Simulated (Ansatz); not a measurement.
`CC(O)(Cl)I` + `CF` → `CC(O)(Cl)CF` + HI  (formal exchange of groups at a C–I bond)

Calculated with Ansatz (gas phase, PBE0-D4/def2-TZVP geometries, no zero-point term in ΔE). CCSD(T)/CBS is the MP2 limit (def2-TZVPP, def2-QZVPP) plus CCSD(T) − MP2 in def2-TZVPP, frozen cores. This one scheme is used for every species. Functionals use def2-TZVPP. B3LYP here is the variant with VWN-RPA as its local correlation; programs differ in this. HSE06 is defined as in plane-wave codes. Elements past krypton have def2 core potentials. For I outer-core shells are correlated without core-valence functions, which leaves a few kJ/mol of doubt a bond. One conformer a species, not always the lowest.

```csv
level,ΔE (kJ/mol),difference from CCSD(T)/CBS
B97M-V,-40.4,-8.2
r2SCANh-D4,-37.5,-5.3
HSE06-D4,-34.8,-2.6
CAM-B3LYP-D4,-44.0,-11.8
ωB97X-V,-44.5,-12.3
ωB97M-V,-43.1,-10.9
B2PLYP,-33.7,-1.5
revPBE,-22.2,10.0
B3LYP,-33.5,-1.3
HSE06,-36.4,-4.2
BHLYP,-45.6,-13.4
CAM-B3LYP,-45.9,-13.7
RPA@PBE/def2-TZVPP,-40.3,-8.1
HF/def2-SVP,-68.3,-36.1
MP2/def2-SVP,-51.3,-19.1
CCSD/CBS(def2),-37.2,-5.0
CCSD(T)/CBS,-32.2,0
```

Largest T1 diagnostic among the species: 0.011.

In def2-TZVPP, CCSD(T) changes the Hartree–Fock value by +13.4 kJ/mol (the triples alone add +5.0 kJ/mol) and MP2 by +24.9 kJ/mol. From PBE to PBE0 (25 % exact exchange), in def2-TZVPP and without D4, ΔE moves by −9.6 kJ/mol. Leaving LDA and LC-ωPBE aside and taking each functional with its dispersion term where it has one, the values, not all of them listed here, spread over 23.6 kJ/mol, from ωB97X-V to BLYP-D4. LDA lies −15.9 kJ/mol from PBE without D4.

CCSD(T)/CBS has its own doubt, a few kJ/mol and more with outer-core shells, so smaller differences from it don't rank the levels.
